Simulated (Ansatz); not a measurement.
Ansatz (an electronic-structure program) job for C2H4N2OSi, SMILES O[SiH]1N=CC=N1, r2SCAN-D4/def2-SVP. 

Ansatz 0.2 input:
```yaml
crystal:
  periodic: [false, false, false]
  atoms:
    - {symbol: O, position_ang: [1.95665440, -0.22151232, 0.77097043]}
    - {symbol: Si, position_ang: [0.64141624, -0.52476466, -0.11542515]}
    - {symbol: N, position_ang: [-0.87653490, -0.68564139, 0.79445175]}
    - {symbol: C, position_ang: [-1.69676570, 0.15346472, 0.32819323]}
    - {symbol: C, position_ang: [-1.16982526, 1.03750718, -0.75067665]}
    - {symbol: N, position_ang: [0.03510215, 0.84374030, -1.07416541]}
    - {symbol: H, position_ang: [1.98847691, 0.51745854, 1.37504542]}
    - {symbol: H, position_ang: [0.95380759, -1.68462157, -0.90987121]}
    - {symbol: H, position_ang: [-2.71131434, 0.23121034, 0.69719723]}
    - {symbol: H, position_ang: [-1.77445756, 1.80223261, -1.22128671]}
basis:
  gaussian:
    orbitals: def2-SVP
hamiltonian:
  xc: r2scan
  dispersion: d4
relax: {f_tol: 0.002, max_steps: 200}
```

Output:

```
WARN ansatz: RAYON_NUM_THREADS=1 ignored (pool sized by the plan → 1); use --threads N
Functional definition: r2SCAN
integrals: 0.06 GiB planned
1231 factors; their error is unknown
mean field: 0.33 GiB planned
mean field evaluation 1: about -15021.5762 eV, gradient 7.2e1 eV
mean field evaluation 2: about -15006.0833 eV, gradient 1.1e2 eV
mean field evaluation 4: about -15031.6873 eV, gradient 7.4e0 eV
mean field evaluation 8: about -15031.8205 eV, gradient 1.3e-1 eV
mean field evaluation 16: about -15031.7317 eV, gradient 3.2e-4 eV
mean field -15031.73168140 eV, -552.4059504178 hartree, gradient 3.9e-5 eV, S^2 0.000000; 0 other end points of the search recorded, 0 dependent functions left out
the calculation of the forces begins
reference -15031.73169081 eV, -552.4059507634 hartree; 26, 26 occupied and 82, 82 virtual orbitals, 1231 factors
relax step   1: F+E_penalty+E_count = -15031.79395805 eV  Δ(F+E_penalty+E_count) = +0.000e0 eV  max|allowed force component| = 1.349e0 eV/Å  Δτ_max = 0.0000 Å  (30 SCF iters, accepted)
these checks for a lower state are left out or cut short: starts, cluster_reference, orbital_swaps, neighbouring_geometries, increment
integrals: 0.06 GiB planned
1231 factors; their error is unknown
mean field: 0.33 GiB planned
mean field -15031.87006048 eV, -552.4110357550 hartree, gradient 2.5e-5 eV, S^2 0.000000; 0 other end points of the search recorded, 0 dependent functions left out
the calculation of the forces begins
reference -15031.87006990 eV, -552.4110361012 hartree; 26, 26 occupied and 82, 82 virtual orbitals, 1231 factors
relax step   2: F+E_penalty+E_count = -15031.93217235 eV  Δ(F+E_penalty+E_count) = -1.382e-1 eV  max|allowed force component| = 5.253e-1 eV/Å  Δτ_max = 0.0443 Å  (32 SCF iters, accepted)
these checks for a lower state are left out or cut short: starts, cluster_reference, orbital_swaps, neighbouring_geometries, increment
integrals: 0.06 GiB planned
1231 factors; their error is unknown
mean field: 0.33 GiB planned
mean field evaluation 32: about -15031.8884 eV, gradient 2.5e-5 eV
mean field -15031.88841472 eV, -552.4117102610 hartree, gradient 2.6e-5 eV, S^2 0.000000; 0 other end points of the search recorded, 0 dependent functions left out
the calculation of the forces begins
reference -15031.88842414 eV, -552.4117106071 hartree; 26, 26 occupied and 82, 82 virtual orbitals, 1231 factors
relax step   3: F+E_penalty+E_count = -15031.95041954 eV  Δ(F+E_penalty+E_count) = -1.825e-2 eV  max|allowed force component| = 2.000e-1 eV/Å  Δτ_max = 0.0299 Å  (31 SCF iters, accepted)
these checks for a lower state are left out or cut short: starts, cluster_reference, orbital_swaps, neighbouring_geometries, increment
integrals: 0.06 GiB planned
1231 factors; their error is unknown
mean field: 0.33 GiB planned
mean field -15031.88873688 eV, -552.4117221001 hartree, gradient 2.5e-5 eV, S^2 0.000000; 0 other end points of the search recorded, 0 dependent functions left out
the calculation of the forces begins
reference -15031.88874629 eV, -552.4117224460 hartree; 26, 26 occupied and 82, 82 virtual orbitals, 1231 factors
relax step   4: F+E_penalty+E_count = -15031.95070566 eV  Δ(F+E_penalty+E_count) = -2.861e-4 eV  max|allowed force component| = 1.457e-1 eV/Å  Δτ_max = 0.0239 Å  (32 SCF iters, accepted)
these checks for a lower state are left out or cut short: starts, cluster_reference, orbital_swaps, neighbouring_geometries, increment
integrals: 0.06 GiB planned
1231 factors; their error is unknown
mean field: 0.33 GiB planned
mean field -15031.89155567 eV, -552.4118256887 hartree, gradient 2.5e-5 eV, S^2 0.000000; 0 other end points of the search recorded, 0 dependent functions left out
the calculation of the forces begins
reference -15031.89156506 eV, -552.4118260341 hartree; 26, 26 occupied and 82, 82 virtual orbitals, 1231 factors
relax step   5: F+E_penalty+E_count = -15031.95353962 eV  Δ(F+E_penalty+E_count) = -2.834e-3 eV  max|allowed force component| = 4.106e-2 eV/Å  Δτ_max = 0.0144 Å  (33 SCF iters, accepted)
these checks for a lower state are left out or cut short: starts, cluster_reference, orbital_swaps, neighbouring_geometries, increment
integrals: 0.06 GiB planned
1231 factors; their error is unknown
mean field: 0.33 GiB planned
mean field -15031.89200739 eV, -552.4118422891 hartree, gradient 2.6e-5 eV, S^2 0.000000; 0 other end points of the search recorded, 0 dependent functions left out
the calculation of the forces begins
reference -15031.89201677 eV, -552.4118426339 hartree; 26, 26 occupied and 82, 82 virtual orbitals, 1231 factors
relax step   6: F+E_penalty+E_count = -15031.95399973 eV  Δ(F+E_penalty+E_count) = -4.601e-4 eV  max|allowed force component| = 3.769e-2 eV/Å  Δτ_max = 0.0221 Å  (33 SCF iters, accepted)
these checks for a lower state are left out or cut short: starts, cluster_reference, orbital_swaps, neighbouring_geometries, increment
integrals: 0.06 GiB planned
1231 factors; their error is unknown
mean field: 0.32 GiB planned
mean field -15031.89206047 eV, -552.4118442397 hartree, gradient 2.4e-5 eV, S^2 0.000000; 0 other end points of the search recorded, 0 dependent functions left out
the calculation of the forces begins
reference -15031.89206985 eV, -552.4118445846 hartree; 26, 26 occupied and 82, 82 virtual orbitals, 1231 factors
relax step   7: F+E_penalty+E_count = -15031.95405882 eV  Δ(F+E_penalty+E_count) = -5.909e-5 eV  max|allowed force component| = 4.622e-3 eV/Å  Δτ_max = 0.0020 Å  (34 SCF iters, accepted)
these checks for a lower state are left out or cut short: starts, cluster_reference, orbital_swaps, neighbouring_geometries, increment
integrals: 0.06 GiB planned
1231 factors; their error is unknown
mean field: 0.32 GiB planned
mean field evaluation 64: about -15031.8919 eV, gradient 3.2e-1 eV
mean field -15031.89206607 eV, -552.4118444457 hartree, gradient 2.4e-5 eV, S^2 0.000000; 0 other end points of the search recorded, 0 dependent functions left out
the calculation of the forces begins
reference -15031.89207545 eV, -552.4118447905 hartree; 26, 26 occupied and 82, 82 virtual orbitals, 1231 factors
relax step   8: F+E_penalty+E_count = -15031.95406264 eV  Δ(F+E_penalty+E_count) = -3.821e-6 eV  max|allowed force component| = 2.536e-3 eV/Å  Δτ_max = 0.0011 Å  (34 SCF iters, accepted)
these checks for a lower state are left out or cut short: starts, cluster_reference, orbital_swaps, neighbouring_geometries, increment
integrals: 0.06 GiB planned
1231 factors; their error is unknown
mean field: 0.33 GiB planned
mean field -15031.89206370 eV, -552.4118443586 hartree, gradient 2.5e-5 eV, S^2 0.000000; 0 other end points of the search recorded, 0 dependent functions left out
the calculation of the forces begins
reference -15031.89207309 eV, -552.4118447035 hartree; 26, 26 occupied and 82, 82 virtual orbitals, 1231 factors
relax step   9: F+E_penalty+E_count = -15031.95405953 eV  Δ(F+E_penalty+E_count) = +3.112e-6 eV  max|allowed force component| = 1.002e-2 eV/Å  Δτ_max = 0.0005 Å  (34 SCF iters, rejected (line search))
these checks for a lower state are left out or cut short: starts, cluster_reference, orbital_swaps, neighbouring_geometries, increment
integrals: 0.06 GiB planned
1231 factors; their error is unknown
mean field: 0.33 GiB planned
mean field -15031.89206692 eV, -552.4118444768 hartree, gradient 2.4e-5 eV, S^2 0.000000; 0 other end points of the search recorded, 0 dependent functions left out
the calculation of the forces begins
reference -15031.89207630 eV, -552.4118448217 hartree; 26, 26 occupied and 82, 82 virtual orbitals, 1231 factors
relax step  10: F+E_penalty+E_count = -15031.95406324 eV  Δ(F+E_penalty+E_count) = -5.989e-7 eV  max|allowed force component| = 4.535e-4 eV/Å  Δτ_max = 0.0003 Å  (34 SCF iters, accepted)
integrals: 0.06 GiB planned
1231 factors; their error is unknown
mean field: 0.33 GiB planned
mean field evaluation 96: about -15031.9777 eV, gradient 1.3e-1 eV
mean field -15031.89206692 eV, -552.4118444768 hartree, gradient 2.4e-5 eV, S^2 0.000000; 1 other end points of the search recorded, 0 dependent functions left out
the calculation of the forces begins
reference -15031.89207630 eV, -552.4118448217 hartree; 26, 26 occupied and 82, 82 virtual orbitals, 1231 factors
Total energy: -15031.95407262 eV, -552.4141231445 hartree
Atom 0 at     1.979901    -0.216108     0.784052 Å, force     0.000032    -0.000016    -0.000013 eV/Å
Atom 1 at     0.630841    -0.513719    -0.113955 Å, force    -0.000181    -0.000229    -0.000152 eV/Å
Atom 2 at    -0.876783    -0.725678     0.839462 Å, force     0.000008     0.000182    -0.000050 eV/Å
Atom 3 at    -1.683379     0.135054     0.347867 Å, force    -0.000080    -0.000198    -0.000029 eV/Å
Atom 4 at    -1.143356     1.041895    -0.763608 Å, force    -0.000070     0.000312     0.000108 eV/Å
Atom 5 at     0.073016     0.869286    -1.115414 Å, force    -0.000123    -0.000065    -0.000330 eV/Å
Atom 6 at     1.968666     0.534517     1.389454 Å, force    -0.000101    -0.000001     0.000153 eV/Å
Atom 7 at     0.920725    -1.702308    -0.942644 Å, force     0.000453    -0.000141     0.000078 eV/Å
Atom 8 at    -2.728735     0.238514     0.696154 Å, force     0.000030     0.000104     0.000154 eV/Å
Atom 9 at    -1.794336     1.807620    -1.226934 Å, force     0.000032     0.000052     0.000082 eV/Å
Dipole moment:    -0.269217     0.326005     0.134667 e Å
```

The calculation finished and met its thresholds.
